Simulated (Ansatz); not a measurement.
System: ethynylsilane, C₂H₄Si (charge 0, singlet). SMILES: C#C[SiH3]
Geometry from a B3LYP-D3(BJ)/def2-TZVP (Ansatz, a program for electronic structure) optimisation:
```xyz
7

C      1.2099     1.5570    -0.0201
C      0.4703     0.6052    -0.0078
Si    -0.6496    -0.8359     0.0108
H      1.8627     2.3970    -0.0310
H     -0.0274    -1.9295     0.7873
H     -0.8900    -1.2872    -1.3765
H     -1.9327    -0.4509     0.6366
```

Atomisation energy built up term by term with Ansatz (kcal/mol; UHF references for open shells; valence terms freeze the core; atomic spin-orbit terms are left out). CBS(X,Y): correlation extrapolated as X^-3; Hartree-Fock from the larger set (for Q and 5 zeta extrapolated as (X+1)exp(-9√X)).

```tsv
term	basis	kcal/mol
Hartree-Fock	CBS(cc-pV(Q+d)Z,cc-pV(5+d)Z)	467.04
CCSD correlation	CBS(cc-pV(Q+d)Z,cc-pV(5+d)Z)	144.76
(T)	CBS(cc-pV(Q+d)Z,cc-pV(5+d)Z)	10.37
core correlation	cc-pwCVTZ	2.02
scalar relativity (X2C)	cc-pVTZ-DK against cc-pVTZ	-0.96
sum: De		623.2
```

(T) makes 1.7 % of the CCSD(T) atomisation energy; under 5 % is typical of single-reference molecules.
